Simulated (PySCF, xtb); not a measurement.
AgI, SMILES [Ag][I], multiplicity 1.

Harmonic wavenumbers (cm⁻¹) from GFN2-xTB (xtb) at its own minimum, in rising order: 228.

Question: What does PBE-D3(BJ)/def2-TZVP run with PySCF give at its own minimum? (The exact figures need the calculation; the answer reports its results.)

Answer: 196. Paired by order, the mean absolute difference is 32 cm⁻¹ and the zero-point energies are 0.3 and 0.3 kcal/mol.
